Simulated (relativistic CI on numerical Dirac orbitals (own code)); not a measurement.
Calculated at this level of theory: Dirac-Coulomb-Breit CI, orbitals from a KLI potential per configuration, model QED, unscaled Slater integrals (own radial code, finite nucleus).

The strongest absorption lines from the ground level of an ion, among the configurations computed and to levels below about 1340 eV (vacuum wavelength in Å, gf): 9.4832 (0.11), 33.905 (1.6), 34.572 (0.49), 38.054 (0.63), 46.009 (0.27), 47.418 (0.098), 47.646 (1), 49.039 (0.41).

Question: Which ion is it?
A. Ba³⁷⁺
B. Nd⁴³⁺
C. Nd⁴¹⁺
D. Te³³⁺

Answer: C. Nd⁴¹⁺ has 19 electrons and the ground level 3s²3p⁶3d ²D3/2; the strongest line goes to 3s²3p⁵3d² ²D°3/2. The pattern of lines fixes the number of electrons, and along that sequence the line energies rise steadily with the charge (about as its square where n changes within one kind of shell, about linearly where n is kept but much faster in heavy ions where fine structure, which grows about as Z⁴, sets the gap, and irregularly where shells cross), which fixes Z. Configurations outside the model, such as inner-shell arrays, can give stronger lines. At this charge energies of transitions that change n are usually good to better than 1 %, and those within a shell (Δn = 0) to a few per cent.

LS names give the leading component of a level, which can be under half, so a name can repeat, a term be missing and a line seem to break the LS rules.
